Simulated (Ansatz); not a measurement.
`[CH3][Al]([SiH3])[O][SiH3]` + `[CH3][AlH][BH]O` → `[CH3][Al]([SiH3])[BH]O` + `[CH3][AlH][O][SiH3]`  (formal exchange of groups at the Si–Al bond)

Gas-phase electronic energies from Ansatz, PBE0-D4/def2-TZVP geometries. CCSD(T)/CBS adds triple-zeta CCSD(T) − MP2 to the extrapolated MP2 energy (def2 sets, frozen cores). Functionals use def2-TZVPP. Each species was taken in one conformer, which may not be the lowest.

`[CH3][Al]([SiH3])[O][SiH3]`:

Z-matrix (Å, degrees):
```
C
Al 1 1.943
H 1 1.095 2 110.6
H 1 1.092 2 112.2 3 -120.5
H 1 1.095 2 111.2 3 118.0
Si 2 2.455 1 125.6 3 -66.6
O 2 1.692 1 118.8 3 113.4
H 6 1.493 2 110.8 1 -111.2
H 6 1.492 2 111.4 1 129.8
H 6 1.491 2 112.7 1 8.9
Si 7 1.624 2 160.4 1 179.3
H 11 1.487 7 110.0 2 -122.9
H 11 1.487 7 110.0 2 117.3
H 11 1.489 7 111.0 2 -2.8
```

`[CH3][AlH][BH]O`:

```xyz
10

C    -1.267   -0.523    0.986
Al    0.567   -0.735    0.315
B     1.367    0.660   -1.146
O     0.633    1.701   -1.615
H    -1.260   -0.384    2.073
H    -1.825    0.312    0.553
H    -1.848   -1.435    0.803
H     1.411   -1.958    0.898
H     2.472    0.608   -1.623
H    -0.251    1.754   -1.243
```

`[CH3][Al]([SiH3])[BH]O`:

```xyz
13

C    -0.923   -1.022   -1.887
Al   -0.371   -0.138   -0.231
Si    2.044    0.252    0.176
B    -1.614    0.582    1.396
O    -1.015    1.154    2.468
H    -0.495   -2.029   -1.943
H    -0.547   -0.482   -2.762
H    -2.007   -1.112   -1.984
H     2.857   -1.001    0.213
H     2.261    0.914    1.505
H     2.681    1.152   -0.830
H    -2.815    0.540    1.474
H    -0.055    1.190    2.406
```

`[CH3][AlH][O][SiH3]`:

Cartesian coordinates in Å:
```
C -1.186 -0.652 -1.746
Al -0.526 -1.121 0.020
O 0.423 -0.021 0.879
Si 1.319 1.197 1.462
H -0.585 0.127 -2.221
H -2.212 -0.274 -1.679
H -1.215 -1.521 -2.410
H -0.835 -2.494 0.744
H 0.572 1.916 2.530
H 1.655 2.170 0.386
H 2.588 0.674 2.036
```

```csv
species,BHLYP energy (Eh)
`[CH3][Al]([SiH3])[O][SiH3]`,-940.27666
`[CH3][AlH][BH]O`,-384.22396
`[CH3][Al]([SiH3])[BH]O`,-674.93014
`[CH3][AlH][O][SiH3]`,-649.57169
```

(1) Work out ΔE.

Largest T1 diagnostic among the species: 0.014.

Answers

(1) ΔE = (-674.93014) + (-649.57169) − (-940.27666) − (-384.22396) = -0.00121 Eh = -0.03 eV. CCSD(T)/CBS gives -0.04 eV.

Leaving LDA and LC-ωPBE aside and taking each functional with its dispersion term where it has one, the values, not all of them listed here, spread over 0.03 eV, from B97M-V to BHLYP-D4.
